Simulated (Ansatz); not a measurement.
`[NH]=[Nb]([F])([F])[Cl]`, 6 atoms. Total charge 0; spin multiplicity 1. Correlated methods include outer-core shells of Nb, which these sets cover unevenly. Nb: def2 effective core potential. All runs use 4 threads of an Arm Neoverse V1 on a shared host. Correlated methods freeze the cores.

(1) Give the basis size and wall time and peak host memory of each of these runs in Ansatz. RKS B97M-V/def2-TZVPP energy; RHF-CCSD(T)/def2-SVP energy; RKS PBE-D4/def2-TZVPP energy and forces; RKS revPBE-D4/def2-TZVPP energy; RHF-MP2/def2-QZVPP energy; direct RPA on PBE orbitals/def2-TZVPP energy; RKS PBE0-D4/def2-TZVP frequencies; RHF-CCSD(T)/def2-TZVPP energy; RKS HSE06 (plane-wave form)-D4/def2-TZVPP energy; RKS ωB97M-V/def2-QZVPP energy; RKS PBE0-D4/def2-QZVPP energy; RKS PBE0-D4/def2-SVP energy. (Best estimate.)

## Answers

(1) The calculation gave: Other jobs shared the machine, so times are rough.

```tsv
level	job	functions	wall time	peak host memory (GiB)
RKS PBE0-D4/def2-SVP	energy	96	1.4 s	0.39
RKS revPBE-D4/def2-TZVPP	energy	205	1.9 s	0.25
RKS PBE-D4/def2-TZVPP	energy and forces	205	2.2 s	0.25
RKS HSE06 (plane-wave form)-D4/def2-TZVPP	energy	205	2.9 s	0.49
direct RPA on PBE orbitals/def2-TZVPP	energy	205	5.5 s	0.45
RKS PBE0-D4/def2-QZVPP	energy	352	6 s	1
RHF-CCSD(T)/def2-SVP	energy	96	7 s	0.45
RKS B97M-V/def2-TZVPP	energy	205	8 s	0.34
RHF-MP2/def2-QZVPP	energy	352	12 s	1.4
RKS ωB97M-V/def2-QZVPP	energy	352	16 s	1.3
RKS PBE0-D4/def2-TZVP	frequencies	176	75 s	0.42
RHF-CCSD(T)/def2-TZVPP	energy	205	2.6 min	3.2
```
